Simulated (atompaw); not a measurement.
An all-electron radial function and its pseudo partner (Yb (Z = 70))

Columns: radius, all-electron u(r) and pseudo u(r) of the 6p shell (level -1.32 eV) of ytterbium in the configuration [Kr] 4d10 4f13 5s2 5p6 5d1 6s2 6p0; PBEsol, scalar-relativistic, PAW (atompaw) scheme, atompaw 4.2.0.5.

```
r (bohr)  all-electron   pseudo
   0.115       -0.0470  -0.0011
   0.231       -0.0182  -0.0042
   0.346        0.0929  -0.0090
   0.462        0.0955  -0.0152
   0.577        0.0251  -0.0218
   0.692       -0.0596  -0.0283
   0.808       -0.1286  -0.0338
   0.923       -0.1711  -0.0374
   1.038       -0.1884  -0.0382
   1.154       -0.1847  -0.0357
   1.269       -0.1652  -0.0292
   1.385       -0.1343  -0.0181
   1.500       -0.0963  -0.0027
   1.615       -0.0542   0.0173
   1.731       -0.0096   0.0417
   1.846        0.0348   0.0695
   1.962        0.0788   0.1005
   2.077        0.1208   0.1332
   2.192        0.1608   0.1671
   2.308        0.1986   0.2013
   2.423        0.2335   0.2345
   2.538        0.2658   0.2660
   2.654        0.2958   0.2958
   2.769        0.3228   0.3228
   2.885        0.3475   0.3475
   3.000        0.3694   0.3694
```

(1) How many radial nodes do the two functions have?

(2) Is the pseudo-wave norm-conserving?

Results:

(1) The all-electron 6p function has n − l − 1 = 4 (the table is too coarse to show those close to the nucleus); the pseudo-wave has 1, since 1 lower shell of the same l stays in the valence.

(2) No, it belongs to a PAW set: the norm inside the radius is not constrained, and the difference is carried by the augmentation charge.
